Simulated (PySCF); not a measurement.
CaPb: frontier orbitals

BLYP at R = 3.066 Å; PySCF, scalar-relativistic core potentials, basis sets Ca def2-SVP, Pb def2-SVP with ECP60. State: ³Σ⁻ (triplet), unpaired electrons π ↑↑. Only the outer orbitals are listed, counted within each symmetry, core potentials removing the inner ones.

| spin | orbital | occ. | ε (eV) | on Ca (%) | main shells (%) |
| --- | --- | --- | --- | --- | --- |
| α | 9σ | 1 | -11.18 | 5 | 95 Pb s |
| α | 10σ | 1 | -4.11 | 56 | 53 Ca s, 43 Pb p |
| α | 5π | 1 | -3.25 | 20 | 80 Pb p, 15 Ca d |
| α | 5π | 1 | -3.25 | 20 | 80 Pb p, 15 Ca d |
| α | 11σ | 0 | -2.63 | 71 | 45 Ca s, 30 Pb p, 14 Ca d |
| α | 2δ | 0 | -1.46 | 100 | 100 Ca d |
| α | 2δ | 0 | -1.46 | 100 | 100 Ca d |
| β | 9σ | 1 | -10.49 | 6 | 94 Pb s |
| β | 10σ | 1 | -3.85 | 74 | 73 Ca s, 25 Pb p |
| β | 11σ | 0 | -2.48 | 54 | 46 Pb p, 23 Ca s, 18 Ca d |
| β | 5π | 0 | -2.42 | 30 | 70 Pb p, 24 Ca d |
| β | 5π | 0 | -2.42 | 30 | 70 Pb p, 24 Ca d |

**Question.** Which are the highest filled and the lowest empty level, where do they sit, and how wide is the gap?

**Answer.** Highest filled α 5π at -3.25 eV (in %: 80 Pb p, 15 Ca d); lowest empty α 11σ at -2.63 eV (in %: 45 Ca s, 30 Pb p, 14 Ca d); the gap at BLYP is 0.62 eV.

| Quantity | Value |
| --- | --- |
| bond order (Mayer) | 1.60 |
| ⟨S²⟩ | 2.060 |
| charge on Ca (Mulliken, basis-dependent) | 0.19 |
| charge on Ca (Löwdin, basis-dependent) | 0.17 |
| dipole moment (positive dipole means Ca(−)Pb(+)) | -4.00 D |

These are scalar-relativistic numbers at best; spin–orbit coupling would shift them, the dissociation energy most. The state was picked by a PBE0 search and need not be the measured ground state.
